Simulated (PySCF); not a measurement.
Species: C2H8Ge3.
InChI=1S/C2H8Ge3/c1-2-4-5-3/h1H,4-5H2,3H3

Computed with TDDFT PBE0/def2-SVPD, vertical, gas phase, core orbitals frozen in the response (PySCF). One conformer (not necessarily the lowest) at the PBE0-D3(BJ)/def2-SVP geometry, without solvent, vibrations or thermal averaging. Relativistic effects, spin–orbit coupling among them, are left out although an element past zinc is present. Torsions of this conformer, `[CH:1]#[C:2][GeH2:3][GeH2:4][GeH3:5]`: C2–Ge3–Ge4–Ge5 51°.

Each state is given a Gaussian of 0.4 eV full width at half maximum, with ε(max) = 2.175×10⁸ f / Δν̃ (Δν̃ the width in cm⁻¹). The width is an assumption, not a result. The curve ends short of the highest state used, and states not computed would add to its high-energy end.

```
E (eV)  ε (L mol⁻¹ cm⁻¹)
  5.37                 1
  5.42                 3
  5.47                 7
  5.52                17
  5.57                38
  5.62                81
  5.66               142
  5.71               274
  5.76               501
  5.81               868
  5.86              1425
  5.91              2215
  5.96              3256
  6.01              4535
  6.06              6006
  6.11              7612
  6.16              9305
  6.21             11049
  6.25             12446
  6.30             14101
  6.35             15480
  6.40             16345
  6.45             16502
  6.50             15910
```

Problem. Where are the band maxima, and which computed states make them?

Solution. 193 nm (6.44 eV), ε about 17000, made up of S2 (10%) and S4 (84%) (ε in L mol⁻¹ cm⁻¹; maxima over ε = 5, shares over 10%). The states used: S1 5.97 eV (f 0.0067); S2 6.18 eV (f 0.082); S3 6.22 eV (f 0.0057); S4 6.45 eV (f 0.207); S5 6.70 eV (f 0.0096); S6 6.78 eV (f 0.041); S7 6.80 eV (f 0.029); S8 6.94 eV (f 0.023); S9 7.02 eV (f 0.023); S10 7.10 eV (f 0.065).

Problem. Coming from long wavelengths, where does ε first pass 100 L mol⁻¹ cm⁻¹?

Solution. At about 220 nm (5.63 eV), 0.34 eV below S1.

Problem. What would ε be at 6.44 eV, the highest of these maxima, with half the width (0.2 eV)?

Solution. About 27700 L mol⁻¹ cm⁻¹ against 16500, a factor of about 1.7; a lone state at its own centre would give exactly 2.

Problem. On this curve, what absorbance would a 10⁻⁴ mol/L sample give at 193 nm over a 1 cm path?

Solution. 193 nm is 6.424 eV, where ε is about 17000 L mol⁻¹ cm⁻¹, so A = ε c l ≈ 1.7 (Beer–Lambert, with the gas-phase spectrum and the assumed width).

All these states lie below the vertical ionisation energy of 9.28 eV (ΔSCF).
